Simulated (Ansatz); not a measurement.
The same ligand exchange along the group F, Cl, I.

Isolated molecules relaxed with PBE0-D4/def2-TZVP in Ansatz; ΔE leaves out vibrations. CBS: MP2 limit from def2 TZ/QZ plus the TZ coupled-cluster correction, frozen cores. This one scheme is used for every species. Elements past krypton have def2 core potentials. For I outer-core shells are correlated without core-valence functions, which leaves a few kJ/mol of doubt a bond. One conformer a species, not always the lowest.

Q: Order these by ΔE at CCSD(T)/CBS, lowest first. (An estimate is asked.)
A. `CBI` + NH₃ → `CBN` + HI
B. `CBCl` + NH₃ → `CBN` + HCl
C. `CBF` + NH₃ → `CBN` + H–F

A: A (-56.5 kJ/mol), B (-36.9 kJ/mol), C (+8.9 kJ/mol).

Largest T1 diagnostic: 0.012, for `CBF`.
